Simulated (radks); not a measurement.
Hg61+, 19 electrons, occupied as [Ar] 3d1. Calculated with a radial shooting solver on a logarithmic mesh with Libxc functionals: Dirac Kohn-Sham, LB94 model potential, spin-unpolarised, spherical densities, finite nucleus; open shells fill j = l - 1/2 first; Fermi nuclear charge, rms radius 5.4648 fm.

Spin-orbit splittings of the eigenvalues, e(l+1/2) - e(l-1/2), with zeta = 2 splitting/(2l+1) and mean radii in bohr:

\begin{tabular}{lrrrrr}
shell & occ. & splitting (eV) & zeta (eV) & <r> j=l-1/2 & <r> j=l+1/2 \\ \hline
2p & 6 & 1989 & 1326 & 0.05637 & 0.06482 \\
3p & 6 & 509.7 & 339.8 & 0.1592 & 0.1724 \\
3d & 1 & 117.2 & 46.90 & 0.1473 & 0.1514 \\
\end{tabular}
